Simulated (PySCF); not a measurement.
**K: electron affinity**

K⁻ [Ar] 4s2 (1S) → K [Ar] 4s1 (2S), as a difference of total energies. Computed with PySCF 2.14 in x2c-TZVPPall with one added diffuse shell each of s, p, d type (7s5p4d, 42 functions), with the spin-free X2C one-electron Hamiltonian (Gaussian nucleus). Correlated levels: valence: [Ar] frozen; valence and next inner shell: [Ne] frozen. The calculations carry no spin-orbit coupling.

| method | electron affinity (eV) |
| --- | --- |
| UHF | -0.086 |
| LDA | 0.575 |
| PBE | 0.513 |
| PBE0 | 0.478 |
| r2SCAN | 0.399 |
| HSE06 | 0.482 |
| TPSS | 0.527 |
| BP86 | 0.595 |
| M06-2X | 0.563 |
| MP2 (valence) | 0.264 |
| SCS-MP2 (valence) | 0.334 |
| MP2 (valence and next inner shell) | 0.302 |
| SCS-MP2 (valence and next inner shell) | 0.363 |

Errors of the correlated levels include the incompleteness of this basis and the frozen core.

A negative affinity means that the anion lies above the atom at that level of theory.

In the anion the highest occupied orbital energy is positive at LDA, PBE, PBE0, r2SCAN, HSE06, TPSS, BP86, M06-2X, a self-interaction effect; the basis confines that electron, and the energy difference can still be sensible.

For comparison: 0.501 eV (measured; photodetachment measurements, as compiled on the Wikipedia data page of electron affinities).
